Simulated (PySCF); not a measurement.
Ru(2+) (ruthenium, charge +2): UHF calculation

Configuration: [Kr] 4d6, high-spin 5D determinant. Computed with PySCF 2.14 in aug-cc-pVDZ-PP with ECP28MDF (5s5p4d2f, 54 functions), with a scalar-relativistic core potential.

```json
{
  "Total energy": "-93.033111 hartree",
  "One-electron energy": "-153.4836 hartree",
  "Hartree (Coulomb) energy": "69.5272 hartree",
  "Exchange energy": "-9.0768 hartree",
  "⟨S²⟩": "6.0028",
  "⟨L²⟩": "6.025",
  "Sum of ⟨r⟩": "18.08 bohr",
  "Sum of ⟨r²⟩": "27.44 bohr²",
  "Traceless quadrupole moment −½Σ⟨3z² − r²⟩ along its main axis": "0.759 e·bohr²",
  "Time after the integrals": "0.35 s of wall time on 1 thread of Intel(R) Xeon(R) Platinum 8375C CPU @ 2.90GHz (shared host)"
}
```

```
shell  electrons  mean orbital energy (eV)  spread (eV)  rms radius, mean of both spins (bohr)
 4s α          1                   -117.57            0                                   1.10
 4s β          1                   -110.39            0                                   1.10
 4p α          3                   -83.097        1.617                                   1.21
 4p β          3                   -74.043        1.121                                   1.21
 4d α          5                   -31.889        1.862                                   1.64
 4d β          1                   -27.802            0                                   1.64
```

Energies and moments cover only the electrons outside the core potential.
